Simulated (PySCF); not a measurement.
# Level sweep

Compound: H8NPSi2.
InChI=1S/H8NPSi2/c1-4-2-3/h2H,1,4H2,3H3

PySCF, dipoles from the SCF density, polarisabilities from static response with core orbitals frozen. One conformer (not necessarily the lowest) at the PBE0-D3(BJ)/def2-SVP geometry, without solvent, vibrations or thermal averaging.

The anisotropy is √(½[(α1 − α2)² + (α2 − α3)² + (α3 − α1)²]).

| level | μ (D) | α (Å³) | anisotropy (Å³) |
| --- | --- | --- | --- |
| LDA/def2-SVPD | 0.910 | 14.95 | 4.52 |
| PBE/def2-SVPD | 0.914 | 14.61 | 4.36 |
| B3LYP/def2-SVPD | 0.849 | 14.15 | 4.00 |
| PBE0/def2-SVPD | 0.874 | 14.07 | 3.98 |
| BHandHLYP/def2-SVPD | 0.817 | 13.62 | 3.65 |
| CAM-B3LYP/def2-SVPD | 0.829 | 13.91 | 3.79 |
| wB97X-D/def2-SVPD | 0.890 | 13.93 | 3.83 |
| LC-wPBE/def2-SVPD | 0.874 | 13.58 | 3.61 |
| HF/def2-SVPD | 0.838 | 13.04 | 3.22 |
| PBE0/6-31G* | 1.155 | 11.44 | 3.47 |
| PBE0/6-31+G* | 0.881 | 12.88 | 3.74 |
| PBE0/def2-SVP | 1.048 | 11.95 | 3.49 |
| PBE0/aug-cc-pVDZ | 0.858 | 14.45 | 3.99 |
| PBE0/def2-TZVP | 0.938 | 13.41 | 3.86 |
| PBE0/def2-TZVPD | 0.871 | 14.33 | 3.99 |

The dipole runs from 0.82 D (BHandHLYP/def2-SVPD) to 1.15 D (PBE0/6-31G*). No reference polarisability is at hand; against PBE0 in the largest diffuse basis at hand (def2-TZVPD) the other PBE0 rows deviate by 6-31G* -20%, 6-31+G* -10%, def2-SVP -17%, def2-SVPD -2%, aug-cc-pVDZ +1%, def2-TZVP -6%. In one basis (def2-SVPD) the functionals order the polarisability from HF (lowest) to LDA (highest), a spread of 15%. With PBE0 the polarisability is 12.27 Å³ without diffuse functions (mean of 6-31G*, def2-SVP and def2-TZVP) and 13.93 Å³ with them (mean of 6-31+G*, def2-SVPD, aug-cc-pVDZ and def2-TZVPD).

Without π bonds the low states are Rydberg-like; a valence basis with one diffuse set may place them up to an eV too high.
